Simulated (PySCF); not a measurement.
## How methods differ on the excitation energy of Sb

Sb [Kr] 4d10 5s2 5p3 (4S) → Sb [Kr] 4d10 5s2 5p2 5d1 (high-spin determinant), as a difference of total energies. All numbers are calculated (PySCF 2.14, scalar relativity by spin-free X2C-1e, in aug-cc-pVQZ-DK3). Correlated levels: valence: [Kr] 4d10 frozen. The calculations carry no spin-orbit coupling.

```json
{"method": "UHF", "excitation energy (eV)": "7.156"}
{"method": "LDA", "excitation energy (eV)": "6.927"}
{"method": "PBE", "excitation energy (eV)": "6.768"}
{"method": "PBE0", "excitation energy (eV)": "6.985"}
{"method": "r2SCAN", "excitation energy (eV)": "7.193"}
{"method": "HSE06", "excitation energy (eV)": "6.931"}
{"method": "PW91", "excitation energy (eV)": "6.808"}
{"method": "TPSSh", "excitation energy (eV)": "6.993"}
{"method": "MP2 (valence)", "excitation energy (eV)": "7.279"}
{"method": "SCS-MP2 (valence)", "excitation energy (eV)": "7.245"}
```

Question: How much does correlation contribute at MP2 (valence)?

Answer: 7.279 − (7.156) = 0.123 eV, measured against UHF.

A first-order spin-orbit estimate (lowest level to lowest level, LS coupling) adds -0.274 eV.

The promoted electron is Rydberg-like, and one or two diffuse shells describe it only roughly, which tends to raise the upper state.

The determinant of the upper state mixes LS terms, which raises its energy above the lowest term, most at the Hartree-Fock and MP2 levels.
